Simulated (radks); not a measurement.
Al III, 11 electrons, occupied as [Ne] 3s1. Calculated with a radial shooting solver on a logarithmic mesh with Libxc functionals: scalar-relativistic Kohn-Sham, RPBE, spin-polarised, spherical densities, point nucleus; open shells are filled with parallel spins first.

Normalised radial functions P(r) = r R(r), r in bohr:

```
   r/bohr * 1s up (the largest magnitude, 2.6, reaches the edge; | marks zero)
 0.008254 |             *
  0.01212 |                   *
  0.01765 |                          *
  0.02591 |                                   *
  0.03774 |                                            *
  0.05541 |                                                   *
  0.08135 |                                                      *
   0.1185 |                                                 *
   0.1739 |                                    *
   0.2533 |                   *
   0.3719 |      *
   0.5417 |*
   0.7953 *
    1.168 *
    1.701 *
    2.497 *
    3.636 *
    5.339 *
    7.776 *
    11.42 *
```

1s up: eigenvalue -1532.8 eV, 0 radial nodes, <r> = 0.120 bohr, 90 % of the charge inside 0.215 bohr.
